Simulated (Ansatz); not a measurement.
`C[B]([SiH3])[SnH3]` + SiH₄ → `CB([SiH3])[SiH3]` + `[SnH4]`  (formal exchange of groups at a B–Sn bond)

Computed with Ansatz on PBE0-D4/def2-TZVP structures; ΔE is electronic, products minus reactants. CCSD(T)/CBS adds triple-zeta CCSD(T) − MP2 to the extrapolated MP2 energy (def2 sets, frozen cores). This one scheme is used for every species. DFT in def2-TZVPP. B3LYP here is the variant with VWN-RPA as its local correlation; programs differ in this. def2 core potentials past Kr. For Sn outer-core shells are correlated without core-valence functions, which leaves a few kJ/mol of doubt a bond.

```csv
level,ΔE (kJ/mol)
PBE0-D4,7.8
B3LYP-D4,11.3
B2PLYP,13.8
SCS-MP2/def2-TZVPP,19.5
CCSD/def2-TZVPP,14.5
CCSD(T)/def2-TZVPP,15.0
MP2/def2-QZVPP,24.3
CCSD/CBS(def2),19.2
```

(1) What does CCSD(T)/CBS give? (Estimate.)

Largest T1 diagnostic among the species: 0.014.

Results:

(1) The calculation gave: +19.7 kJ/mol. The listed levels differ from it by -11.9, -8.4, -5.9, -0.2, -5.2, -4.7, 4.6, -0.5 kJ/mol.

In def2-TZVPP, CCSD(T) changes the Hartree–Fock value by +4.2 kJ/mol (the triples alone add +0.5 kJ/mol) and MP2 by +10.7 kJ/mol.
